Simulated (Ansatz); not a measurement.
**AsH2 (SMILES [AsH2]): the energy, rung by rung**

The species is AsH2 (3 atoms), meant as a doublet with charge 0. SMILES: `[AsH2]`. Geometry: optimised at r2SCAN/def2-SVP.

| atom | x (Å) | y (Å) | z (Å) |
| --- | --- | --- | --- |
| As | -0.5753 | 0.3286 | -0.2757 |
| H | 0.6812 | 0.7946 | 0.4594 |
| H | -0.1059 | -1.1231 | -0.1837 |

Quantity: the dissociation energy of the H2–As1 bond into doublet H and singlet AsH (shapes relaxed at r2SCAN/def2-SVP, no zero-point term), in eV. The values are calculated.

| level | kind | program | value (eV) | CPU time (all runs) |
| --- | --- | --- | --- | --- |
| UHF/def2-TZVPP | Hartree–Fock | Ansatz | 4.05 | 1.1 s |
| USVWN5/def2-TZVPP | LDA | Ansatz | 4.91 | 1 s |
| UBLYP/def2-TZVPP | GGA | Ansatz | 4.46 | 1.4 s |
| UPBE/def2-TZVPP | GGA | Ansatz | 4.56 | 2.3 s |
| U-r2SCAN/def2-TZVPP | meta-GGA | Ansatz | 4.81 | 3.7 s |
| UPBE0-D4/def2-TZVPP | global hybrid | Ansatz | 4.59 | 1.7 s |
| U-wB97M-V/def2-TZVPP | range-separated hybrid | Ansatz | 4.44 | 7 s |
| UCAM-B3LYP/def2-TZVPP | range-separated hybrid | Ansatz | 4.54 | 1.7 s |
| UB2PLYP/def2-TZVPP | double hybrid | Ansatz | 4.51 | 2.6 s |

All-electron rows without a relativistic Hamiltonian named are non-relativistic. The values span 4.05 to 4.91 eV. Hartree–Fock misses the correlation of the electron pair that is broken and comes out low. A fragment with an even electron count was run as a singlet and may have a lower triplet. Measured bond enthalpies also hold zero-point and thermal terms, a few tenths of an eV less. Times are those of the runs behind each value, whatever else they computed, on shared processors of several kinds: orders of magnitude only.
